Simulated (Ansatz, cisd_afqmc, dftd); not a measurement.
Reaction: C3H5Cl (SMILES C=C(C)Cl) → C3H5Cl (SMILES C=CCCl)
Each species at its own B3LYP-D3(BJ)/def2-TZVP minimum (Ansatz, an electronic-structure program), one conformer.

Quantity: isomerisation energy (electronic), in kcal/mol. Open shells are spin-unrestricted; no spin-orbit coupling. Cores are frozen in correlated methods. Rows without X2C or -DK are non-relativistic. AFQMC/CISD: phaseless, guided by CISD from CCSD amplitudes; bars are statistical, one sigma. Outlying blocks are dropped, and bars are widened where a walk drifts. Over all cases where full CI ran beside it in this data, AFQMC minus full CI had a median of +0.1 mEh and passed +0.4 mEh in a tenth of the cases. CBS(X,Y): correlation extrapolated as X^-3, Hartree-Fock from the larger set. A bracket is a step between two methods taken in the basis named. Functionals run without relativity, which enters their misses. 'core' is core correlation in cc-pwCVTZ (1s frozen past Ne), 'X2C' scalar relativity in cc-pVTZ-DK, both at CCSD(T).

| level | program | isomerisation energy (kcal/mol) | difference against the last row |
|---|---|---|---|
| PBE-D3(BJ)/def2-TZVPD | Ansatz + dftd3 | 4.8 | 0.8 |
| PBE0-D3(BJ)/def2-TZVPD | Ansatz + dftd3 | 4.5 | 0.5 |
| CAM-B3LYP-D3(BJ)/def2-TZVPD | Ansatz + dftd3 | 3.9 | -0.1 |
| CCSD/CBS(cc-pV(T+d)Z,cc-pV(Q+d)Z) | Ansatz | 3.6 | -0.4 |
| CCSDT(Q)/cc-pV(D+d)Z | Ansatz | 4.4 | 0.4 |
| AFQMC/CISD/cc-pV(T+d)Z | cisd_afqmc | 4.2 ± 0.4 | 0.2 |
| CCSD(T)/CBS(cc-pV(T+d)Z,cc-pV(Q+d)Z) + [AFQMC/CISD - CCSD(T)]/cc-pV(T+d)Z + core + X2C | Ansatz + cisd_afqmc | 4.4 ± 0.4 | 0.4 |
| CCSD(T)/CBS(cc-pV(T+d)Z,cc-pV(Q+d)Z) + [CCSDT(Q) - CCSD(T)]/cc-pV(D+d)Z + core + X2C | Ansatz | 4.0 | 0.0 |
